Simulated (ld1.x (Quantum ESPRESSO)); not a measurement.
**An all-electron radial function and its pseudo partner (europium (Eu))**

Columns: radius, all-electron u(r) and pseudo u(r) of the 5d shell (level -1.56 eV) of europium in the configuration [Kr] 4d10 4f7 5s2 5p6 5d0 6s2 6p0; PBE, scalar-relativistic, PAW scheme, ld1.x (Quantum ESPRESSO) 7.5.

```csv
r (bohr),all-electron,pseudo
0.168,0.1342,0.0008
0.335,-0.1132,0.0061
0.503,-0.2226,0.0198
0.670,-0.1365,0.0444
0.838,0.0209,0.0814
1.005,0.1756,0.1296
1.172,0.3036,0.1870
1.340,0.4005,0.2505
1.508,0.4685,0.3153
1.675,0.5127,0.3765
1.842,0.5388,0.4303
2.010,0.5514,0.4738
2.178,0.5543,0.5047
2.345,0.5503,0.5226
2.512,0.5416,0.5288
2.680,0.5298,0.5254
2.848,0.5159,0.5152
3.015,0.5010,0.5012
3.182,0.4855,0.4856
3.350,0.4696,0.4696
3.518,0.4535,0.4535
3.685,0.4375,0.4375
3.852,0.4215,0.4215
4.020,0.4054,0.4054
4.188,0.3893,0.3893
4.355,0.3734,0.3734
```

(1) How many radial nodes do the two functions have?

(2) At about which radius was the pseudo-wave matched?

(3) Where does each function peak?

(4) Is the pseudo-wave norm-conserving?

## Answers

(1) The all-electron 5d function has n − l − 1 = 2; the pseudo-wave has 0, since the states of the same l below it are removed with the core.

(2) 3.35 bohr. The columns agree to 0.0005 from 3.02 bohr on; several derivatives are matched, so the curves merge somewhat inside the radius.

(3) Outermost all-electron maximum near 2.18 bohr, pseudo maximum near 2.51 bohr (to the table’s step).

(4) No, it belongs to a PAW set: the norm inside the radius is not constrained, and the difference is carried by the augmentation charge.
